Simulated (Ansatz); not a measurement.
The first iterations of a band of BrH + Cl4Ti (7 atoms, charge 0, multiplicity 1).

All numbers below come from Ansatz 0.2.0, RKS PBE/def2-SVP.

| Item | Value |
| --- | --- |
| movable images | 7 |
| climbing image | yes |
| spring | 5.0 eV/Å² |
| optimiser | quadratic models (default) |
| start path | through a guess of the saddle point |
| force threshold | 0.05 eV/Å |
| iteration limit | 60 |
| end points | relaxed |

Initial state:

```xyz
7
Properties=species:S:1:pos:R:3
Ti 0.332 0.000 -0.092
Cl 0.306 0.000 2.102
Cl 2.395 0.000 -0.772
Cl -0.666 1.777 -0.834
Cl -0.666 -1.777 -0.834
Br -3.638 0.000 1.710
H -2.286 0.000 2.208
```

Final state:

```xyz
7
Properties=species:S:1:pos:R:3
Ti -0.662 0.000 -0.727
Cl 0.074 0.000 3.956
Cl 1.210 0.000 0.366
Cl -0.791 1.775 -1.969
Cl -0.791 -1.775 -1.969
Br -2.437 0.000 0.814
H -0.829 0.000 3.019
```

| iteration | highest image above the first end (eV) | largest band force component (eV/Å) |
| --- | --- | --- |
| 1 | 2.331 | 3.837 |
| 2 | 1.280 | 2.008 |
| 3 | 0.839 | 1.161 |
| 4 | 0.661 | 0.920 |

Question: Does the band converge within its limit, and where does its top end?

Answer: The run converged. It ended after 13 iterations with the highest image 0.474 eV above the first end. A vibrational analysis at the climbing image gives one clearly imaginary mode, 80i cm⁻¹, and a faint second one (17i cm⁻¹) that may be numerical noise or a soft torsion: probably a first-order saddle point. The orbitals stay closed-shell, which can raise the energy where a bond breaks towards radicals; this wasn't checked here.

Time of the run: 3.8 min on 4 threads of Arm Neoverse V2 (shared host), peak memory 0.39 GiB.
